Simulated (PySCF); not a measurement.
# Computed properties of C₃H₈BNO, SMILES CNB1COC1

C3H8BNO, SMILES O1CB(NC)C1. Coordinates come from a PBE0-D3(BJ)/def2-SVP optimisation. This is a generated structure with no PubChem entry under its InChIKey; it may be hypothetical. One conformer was computed; it need not be the lowest. All values are computed for the isolated molecule unless a solvent is named; none is compared with measurement here.

**Structure.** The optimised structure has Cs symmetry. All 36 harmonic modes at PBE0-D3(BJ)/def2-SVP (PySCF) are real, so it is a minimum. With heavy atoms numbered as in [CH3:1][NH:2][B:3]1[CH2:4][O:5][CH2:6]1, the shortest bond between them is N2–B3 at 1.384 Å and the longest B3–C6 at 1.588 Å.

**Vibrations.** The strongest infrared lines (harmonic, unscaled, degenerate partners summed) lie at 1633 cm⁻¹ (266 km/mol, B 45 %, N 37 %, H 14 %), 1073 cm⁻¹ (101 km/mol, C 47 %, O 37 %, H 14 %), 3011 cm⁻¹ (84 km/mol, H 95 %). The softest mode is at 91 cm⁻¹ and the zero-point energy is 74.0 kcal/mol.

**Electronic structure.** r2SCAN/def2-TZVP (PySCF) places the frontier levels at -5.55 and -0.03 eV, a gap of 5.52 eV, and gives a dipole moment of 3.75 D and a mean polarisability of 61.9 bohr³. PBE/def2-TZVP (PySCF) at the same geometry gives -5.24 and -0.37 eV, so its gap is 0.65 eV narrower. An orbital gap is neither the optical nor the fundamental gap.

**Excitations.** TDDFT-B3LYP/def2-SVPD (PySCF) has S1 at 5.79 eV (214 nm, f = 0.008, weak); the most intense of the 10 singlets computed lies at 5.95 eV (f = 0.02). T1 (TDA) is at 5.58 eV. TDDFT-PBE/def2-SVPD (PySCF) puts S1 at 4.89 eV. No vertical singlet excitation falls in the visible range (under 3.1 eV).

**NMR.** GIAO shifts at KT2/pcSseg-1 (PySCF) (non-relativistic, atoms alike by connectivity averaged): ¹³C from 35.1 to 73.5 ppm against TMS; ¹H from 3.1 to 4.7 ppm against TMS; ¹¹B at 34.7 ppm against BF3.
